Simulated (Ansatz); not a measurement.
Geometry optimisation, Ansatz, RKS BLYP-D4/def2-SVP.

Input:

```yaml
crystal:
  periodic: [false, false, false]
  atoms:
    - { symbol: Si, position_ang: [0.108875, -0.061084, -0.022365] }
    - { symbol: H, position_ang: [0.135878, 0.236151, 1.423207] }
    - { symbol: H, position_ang: [1.449113, -0.621641, -0.40772] }
    - { symbol: H, position_ang: [-0.170152, 1.144693, -0.847854] }
    - { symbol: O, position_ang: [-1.058136, -1.247769, -0.325813] }
    - { symbol: Si, position_ang: [-1.528572, -2.73191, 0.298351] }
    - { symbol: H, position_ang: [-1.218022, -2.793676, 1.768799] }
    - { symbol: H, position_ang: [-3.009393, -2.854926, 0.104352] }
    - { symbol: H, position_ang: [-0.83224, -3.85878, -0.40036] }
    - { symbol: O, position_ang: [-2.367288, 0.830091, 1.159424] }
    - { symbol: H, position_ang: [-2.642943, 0.071782, 0.606463] }
    - { symbol: H, position_ang: [-1.692119, 0.422068, 1.760715] }
basis:
  gaussian: { orbitals: def2-SVP }
hamiltonian:
  xc: blyp
  dispersion: d4
relax:
  f_tol: 0.03
  max_steps: 50
```

Run as:

```bash
$ ansatz run input.yaml --threads 2 --pin off --max-ram 3072MiB --backend cpu --events-out ev --progress --plain --runs-dir out
```

Problem. Where does it end, and by what steps?

Solution. The forces met the threshold. The force dipped under the threshold on the way, but the program's further checks kept it going. After 24 steps the energy has fallen by 0.149 eV; H12 moved furthest, 0.83 Å.

```csv
step,energy less start (eV),largest force component (eV/Å),accepted
0,0.0000,0.625,yes
1,-0.0718,0.360,yes
2,-0.0976,0.365,yes
3,-0.0913,1.215,no
4,-0.1093,0.313,yes
5,-0.1254,0.154,yes
6,-0.1361,0.065,yes
7,-0.1340,0.520,no
8,-0.1377,0.131,yes
9,-0.1360,0.417,no
10,-0.1404,0.023,yes
11,-0.1417,0.027,yes
12,-0.1429,0.090,yes
13,-0.1435,0.234,yes
14,-0.1445,0.166,yes
15,-0.1453,0.111,yes
16,-0.1464,0.094,yes
17,-0.1470,0.098,yes
18,-0.1474,0.096,yes
19,-0.1476,0.073,yes
20,-0.1480,0.029,yes
21,-0.1481,0.046,yes
22,-0.1484,0.050,yes
23,-0.1486,0.043,yes
24,-0.1486,0.014,yes
```

```xyz
12
Properties=species:S:1:pos:R:3
Si 0.107 -0.139 -0.001
H 0.538 0.426 1.316
H 1.247 -0.948 -0.558
H -0.261 0.928 -0.973
O -1.201 -1.205 0.210
Si -1.472 -2.865 0.286
H -1.376 -3.338 1.708
H -2.853 -3.127 -0.230
H -0.463 -3.600 -0.548
O -2.417 1.156 1.101
H -2.472 0.235 0.762
H -2.202 1.011 2.044
```

Whether the end is a true minimum wasn't checked by a vibrational analysis.

The run took 110 s on 2 threads of Intel(R) Xeon(R) Processor @ 2.50GHz (Skylake/Cascade Lake), on a shared host, peak memory 0.15 GiB.
